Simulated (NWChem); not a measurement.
Species: CH5FO2Si; SMILES O[SiH](O)CF

```xyz
10

O      1.4980    -0.7043    -0.4674
Si     0.0371    -0.4295     0.2727
O     -1.0228    -1.6059    -0.2069
C     -0.7611     1.1788    -0.2941
F      0.0127     2.2377     0.1545
H      2.2878    -0.4170    -0.0016
H      0.2526    -0.3905     1.7513
H     -0.7159    -2.5165    -0.1753
H     -0.8304     1.2201    -1.3957
H     -1.7862     1.2854     0.1034
```
Atoms are numbered in this order, from 1.

Computed with NWChem. Structure relaxed at the PBE0/def2-SVP level. Level: PBE0/def2-SVP with SMD (1 M gas to 1 M solution), gas-phase geometry. Reactions with the solvent are ignored.

Q: Estimate the computed values for solvent toluene. Quantities: solvation free energy (kcal/mol); cavity-dispersion-structure term (kcal/mol); dipole in solution (D).

A: 
```yaml
solvation free energy (kcal/mol): -4.2
cavity-dispersion-structure term (kcal/mol): -1.0
dipole in solution (D): 1.93
```
